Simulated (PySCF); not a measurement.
# Reproducing measurements on di-n-propyl ether

**The experiment to reproduce.**

NIST CCCBDB Release 22 (SRD 101), experimental polarizabilities lists, for the gas: mean polarisability 12.219 Å³.

The runs below try to reproduce these values; the comparison stands at the end.

Compound: di-n-propyl ether, C6H14O.
Numbering: `[CH3:1][CH2:2][CH2:3][O:4][CH2:5][CH2:6][CH3:7]` (hydrogens: H8, H9, H10 on C1; H11, H12 on C2; H13, H14 on C3; H15, H16 on C5; H17, H18 on C6; H19, H20, H21 on C7)

Geometry (PBE0-D3(BJ)/def2-SVP, Å), atoms numbered from 1 in this order:
```
atom  x, y, z in Å
C1    -2.865    1.292    0.109
C2    -1.881    0.144   -0.033
C3    -0.461    0.540    0.313
O4     0.374   -0.570    0.150
C5     1.701   -0.383    0.552
C6     2.543    0.419   -0.431
C7     4.001    0.501   -0.011
H8    -2.603    2.133   -0.554
H9    -2.888    1.680    1.140
H10   -3.887    0.977   -0.147
H11   -2.170   -0.699    0.616
H12   -1.886   -0.245   -1.064
H13   -0.412    0.909    1.361
H14   -0.144    1.386   -0.331
H15    1.738    0.096    1.554
H16    2.134   -1.391    0.664
H17    2.129    1.436   -0.535
H18    2.451   -0.055   -1.423
H19    4.110    0.991    0.970
H20    4.453   -0.501    0.070
H21    4.598    1.075   -0.734
```

The PySCF runs (gas phase, on this PBE0-D3(BJ)/def2-SVP geometry; no spin–orbit coupling):

```csv
level,job,basis functions
wB97X-D/def2-SVPD,"10 singlets by full TDDFT, 4 Tamm–Dancoff triplets, polarisability, ΔSCF ions",255
HF/def2-SVPD,"10 singlets by TDHF, 4 Tamm–Dancoff triplets, polarisability, ΔSCF ions",255
B3LYP/def2-SVPD,"10 singlets by full TDDFT, 4 Tamm–Dancoff triplets, polarisability, ΔSCF ions",255
BHandHLYP/def2-SVPD,"10 singlets by full TDDFT, 4 Tamm–Dancoff triplets, polarisability, ΔSCF ions",255
CAM-B3LYP/def2-SVPD,"10 singlets by full TDDFT, 4 Tamm–Dancoff triplets, polarisability, ΔSCF ions",255
LDA/def2-SVPD,"10 singlets by full TDDFT, 4 Tamm–Dancoff triplets, polarisability, ΔSCF ions",255
PBE/def2-SVPD,"10 singlets by full TDDFT, 4 Tamm–Dancoff triplets, polarisability, ΔSCF ions",255
LC-wPBE/def2-SVPD,"10 singlets by full TDDFT, 4 Tamm–Dancoff triplets, polarisability, ΔSCF ions",255
PBE0/6-31+G*,"10 singlets by full TDDFT, 4 Tamm–Dancoff triplets, polarisability",154
PBE0/6-31G*,"10 singlets by full TDDFT, 4 Tamm–Dancoff triplets, polarisability",126
PBE0/aug-cc-pVDZ,"10 singlets by full TDDFT, 4 Tamm–Dancoff triplets, polarisability",287
PBE0/def2-SVP,"10 singlets by full TDDFT, 4 Tamm–Dancoff triplets, polarisability",168
```

All basis functions are spherical.

Results beside the measurements:

**Mean polarisability.** Measured: 12.219 Å³ (NIST CCCBDB Release 22 (SRD 101), experimental polarizabilities).

```csv
level,computed (Å³),computed − measured (Å³),% (from the printed values)
wB97X-D/def2-SVPD,12.009,-0.210,-2
HF/def2-SVPD,11.292,-0.927,-8
B3LYP/def2-SVPD,12.222,+0.003,0
BHandHLYP/def2-SVPD,11.751,-0.468,-4
CAM-B3LYP/def2-SVPD,12.023,-0.196,-2
LDA/def2-SVPD,12.857,+0.638,+5
PBE/def2-SVPD,12.635,+0.416,+3
LC-wPBE/def2-SVPD,11.704,-0.515,-4
PBE0/6-31+G*,11.270,-0.949,-8
PBE0/6-31G*,10.274,-1.945,-16
PBE0/aug-cc-pVDZ,12.413,+0.194,+2
PBE0/def2-SVP,10.640,-1.579,-13
```

12 of the 13 levels run are shown, the closest and the furthest among them. Closest is B3LYP/def2-SVPD (+0.003 Å³), furthest PBE0/6-31G* (-1.945 Å³); one molecule doesn't rank methods. The computed values are static and purely electronic, with core orbitals frozen in the response (1 au = 0.148185 Å³). The table of measured values doesn't say here whether a value is static or optical, or holds a vibrational part. The measurement averages over conformers, the calculation has one.

No measured geometry was used, and the causes of the misses weren't examined.
